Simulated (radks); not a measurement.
Valence configurations of C IV (all share [He]). All-electron calculation, scalar-relativistic Kohn-Sham, LDA (Slater exchange, Perdew-Wang correlation), spin-polarised, spherical densities, finite nucleus; open shells are filled with parallel spins first; Fermi nuclear charge, rms radius 2.4702 fm. Program: a radial shooting solver on a logarithmic mesh with Libxc functionals. Order these by energy: 2s1; 2s0.5 2p0.5; 2p1.

Answer. From the lowest, in eV above it: 2s1 0.000; 2s0.5 2p0.5 3.919; 2p1 7.825. NIST lists [He] 2s1 as the ground configuration; this level of theory agrees among the configurations tried. The energies are those of spherical high-spin densities, not of single terms.
